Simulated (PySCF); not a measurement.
## Electron correlation in S (sulfur, neutral)

[Ne] 3s1 3p5, high-spin 3P determinant (an excited configuration). Calculation: PySCF 2.14, in x2c-TZVPPall with one added diffuse shell each of s, p, d type (6s6p4d1f, 51 functions); the spin-free X2C one-electron Hamiltonian (Gaussian nucleus). Frozen: 1s2; 14 electrons correlated.

| level | correlation energy (mhartree) |
| --- | --- |
| CCSD | -369.34 |
| (T) | -27.75 |
| CCSD(T) | -397.09 |

Diagnostics: T1 = 0.021, D1 = 0.0729, largest double amplitude 0.201.

Question: Is a single reference adequate?

Answer: Not fully. A double-excitation amplitude exceeds 0.15, a sign of near-degeneracy.

This basis was not built for core-valence correlation, so the inner-shell part is incomplete.
